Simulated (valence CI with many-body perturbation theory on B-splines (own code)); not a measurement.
## Hyperfine factors and g values of Ga17+

Calculated by relativistic CI+MBPT: four valence electrons over a frozen Dirac-Fock core [Ne], a basis of 11 s, 11 p, 10 d, 8 f, 5 g, 2 h functions for each j, with the one-electron correlation potential Σ1 (screened to all orders), the two-electron term Σ2, the three-electron term Σ3, Breit, model QED; selected single and double excitations, second order for the rest, scaled by the run's own slope (own B-spline code, finite nucleus).

No measured spectrum was set against this ion. As an estimate, levels of excited configurations hold to 0.05 to 0.15 % of their energy, terms of the ground configuration to about 0.5 %. Among the levels kept, up to 810 cm⁻¹ of a level comes from second order outside the variational space, and about a tenth of that is noise between levels of different J, which matters for small intervals.

A/g_I is the dipole constant over the nuclear g factor μ/I (μ in nuclear magnetons, uniformly magnetised nucleus), B/Q the quadrupole constant per barn. Both hold the static response of the core; the bare values leave it out. Large factors of s and p1/2 electrons are usually good to 5 to 10 %; those of open d and f shells near neutrality can be off by tens of per cent, and small factors of p3/2, d and f electrons come from cancelling terms and can be off by a factor of two or in sign, in half-filled shells by more. B is blank for J = 1/2, where it vanishes, and for nearly pure S terms. Energies count from the lowest level. Levels with J = 0 are left out.

Names give the largest LS component (configuration and term), which can be under half, so a name can repeat, a term be missing and a line seem to break the LS rules; names also repeat where a configuration has a term twice.

```csv
Level,E (cm⁻¹),g,A/g_I (MHz),A/g_I bare,B/Q (MHz/b),B/Q bare
3s2 3p2 3P_1,28077,1.500,-394,13.1,8310,8010
3s2 3p2 3P_2,45743,1.375,16100,15700,-4780,-4600
3s2 3p2 1D_2,94887,1.123,12300,12000,21300,20500
3s 3p3 5S°_2,323520,1.979,41500,40400,,
3s 3p3 3D°_1,415330,0.601,-22200,-21100,9800,9450
3s 3p3 3D°_2,416550,1.218,26300,25300,17200,16600
3s 3p3 3D°_3,427210,1.332,37900,36400,-1840,-1740
3s 3p3 3P°_1,480750,1.416,49100,47200,-10600,-10200
3s 3p3 3P°_2,482530,1.370,28100,27200,-16700,-16000
3s 3p3 1D°_2,525620,1.089,22200,21400,-6870,-6570
3s 3p3 3S°_1,581070,1.678,-15800,-14000,148,150
3s2 3p 3d 3F°_2,593100,0.681,13000,12600,11600,11400
3s2 3p 3d 3F°_3,609480,1.086,8490,8440,12100,11900
3s 3p3 1P°_1,630250,1.299,-5970,-5080,275,274
3s2 3p 3d 3F°_4,636680,1.249,4500,4650,19900,19500
3s2 3p 3d 3P°_2,665920,1.289,3420,3680,3270,3330
3s2 3p 3d 3D°_1,677500,0.889,-8480,-7640,3150,3140
3s2 3p 3d 1D°_2,697270,1.082,3290,3460,-2760,-2540
3s2 3p 3d 3P°_1,707750,1.123,6090,6250,-9070,-8850
3s2 3p 3d 3D°_3,708660,1.317,8470,8520,-8950,-8490
3s2 3p 3d 3D°_2,713450,1.284,10400,10400,-12200,-11800
3s2 3p 3d 1F°_3,770440,1.010,6490,6450,18500,18200
3s2 3p 3d 1P°_1,791200,0.987,-1420,-1040,2600,2620
3p4 3P_2,845270,1.410,13100,13200,2690,2630
3p4 3P_1,877660,1.052,-2590,-2010,-2380,-2260
3s 3p2 3d 5F_1,881580,0.494,-18600,-17700,-3020,-2860
3s 3p2 3d 5F_2,885970,1.040,7170,7220,3280,3270
3p4 1D_2,894570,1.087,18200,17700,-22200,-21400
3s 3p2 3d 5F_3,895330,1.278,15600,15300,5830,5810
3s 3p2 3d 5F_4,909160,1.360,18400,18000,3610,3760
3s 3p2 3d 5D_1,921970,1.466,23700,23200,-8540,-8320
3s 3p2 3d 5D_2,923630,1.431,23000,22600,-10000,-9700
3s 3p2 3d 5F_5,925660,1.394,22000,21400,-12900,-12000
3s 3p2 3d 5D_3,926400,1.428,24800,24200,-7520,-7200
```

Task: Take the isotope of mass number 71, with I = 3/2, μ = 2.56033 μN and Q = 0.107 b. What is the hyperfine structure of 3s2 3p2 3P_2?

Result: From the table A = 27500 MHz, B = -511 MHz. Shifts from the centre of gravity in MHz: F = 1/2: -124000, F = 3/2: -82500, F = 5/2: -13400, F = 7/2: 82400.
